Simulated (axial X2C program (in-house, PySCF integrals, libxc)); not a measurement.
# Outer orbitals of Zr₂ at 2.212 Å, HF

Calculated with an in-house all-electron X2C program for linear molecules (integrals from PySCF). Spin-free means the one-electron spin-free X2C Hamiltonian; two-component (2c) means X2C with spin–orbit coupling and atomic mean-field two-electron Coulomb and Gaunt terms, so the difference of the two also holds small scalar two-electron terms. Basis: Zr dyall-cv3z [11s12p9d6f3g] (cores contracted in-house); Gaussian nuclei, density fitting, unrestricted open shells. Masses: Zr 89.905 u.

The distance is close to the 2c PBE0 minimum; the highest filled and lowest empty levels are listed.

Spin-free orbitals, state M_S = 1, Λ = 2 (beyond evenly filled blocks: σα, δ+α) (Löwdin shares):

```tsv
symmetry	occupied	ε (eV)	atomic character
π+α	yes	-7.01	88% Zr d, 10% Zr p
π-α	yes	-6.70	91% Zr d, 7% Zr p
σα	yes	-6.39	80% Zr d, 10% Zr p, 7% Zr s
π+β	yes	-6.26	92% Zr d, 6% Zr p
π-β	yes	-6.26	92% Zr d, 6% Zr p
σα	yes	-5.63	86% Zr s, 9% Zr d
δ+α	yes	-4.96	92% Zr d, 4% Zr f
σβ	yes	-4.94	91% Zr s
σα	no	-0.39	86% Zr p, 14% Zr s
σβ	no	0.00	89% Zr p, 10% Zr s
π+α	no	0.49	94% Zr p, 5% Zr d
π-α	no	0.62	97% Zr p
```

Spinors with spin–orbit coupling (state Ω = 1):

```csv
ω,occupied,ε (eV),atomic character,λ mixture
1/2,yes,-7.91,"84% Zr d, 14% Zr p",100% π
-1/2,yes,-7.66,"94% Zr d, 2% Zr f","99% π, 1% σ"
3/2,yes,-7.61,"94% Zr d, 2% Zr f","99% π, 1% δ"
-3/2,yes,-7.47,"86% Zr d, 12% Zr p",100% π
-1/2,yes,-7.09,"50% Zr s, 32% Zr d, 12% Zr p","99% σ, 1% π"
3/2,yes,-7.08,"91% Zr d, 5% Zr f, 4% Zr g",100% δ
-1/2,yes,-6.38,"44% Zr d, 35% Zr s, 20% Zr p",100% σ
1/2,yes,-5.77,"74% Zr s, 23% Zr p",100% σ
1/2,no,0.26,"66% Zr p, 26% Zr s, 7% Zr d",100% σ
-1/2,no,0.32,"77% Zr p, 14% Zr s, 7% Zr d","99% σ, 1% π"
1/2,no,0.32,"90% Zr p, 7% Zr d",100% π
-1/2,no,0.46,"95% Zr p, 3% Zr d","99% π, 1% σ"
```

**Question.** How does the gap between the highest filled and lowest empty level change from the spin-free to the 2c table?

**Answer.** From 4.55 to 6.03 eV at HF, a change of 1.48 eV.

Mulliken charges and populations of the two-component result (they depend on the basis, above all on diffuse functions):

Zr1 -0.07 e (s 8.74 p 18.35 d 12.91 f 0.06 g 0.01), Zr2 0.07 e (s 9.00 p 18.25 d 12.61 f 0.06 g 0.01). ⟨Lz⟩ = 2.01 ħ and ⟨Sz⟩ = -1.01 ħ (-1.60 and 0.59 on the two atoms), which add up to Ω.

The state is a single determinant with fixed occupations, the lowest that a limited PBE0 search found. The density breaks the inversion symmetry. PBE0 can misorder states that lie within some tenths of an eV, so this need not be the ground state of the molecule. The nearest other spin-free determinant of the search, M_S = 0, Λ = 2, lies 0.10 eV up at the distance of the search. With several unpaired electrons one determinant need not be a pure state. The determinant is spin-polarised beyond a pure state at some levels (its spin-free form has ⟨S²⟩ too high), which makes Re and μ there less reliable.
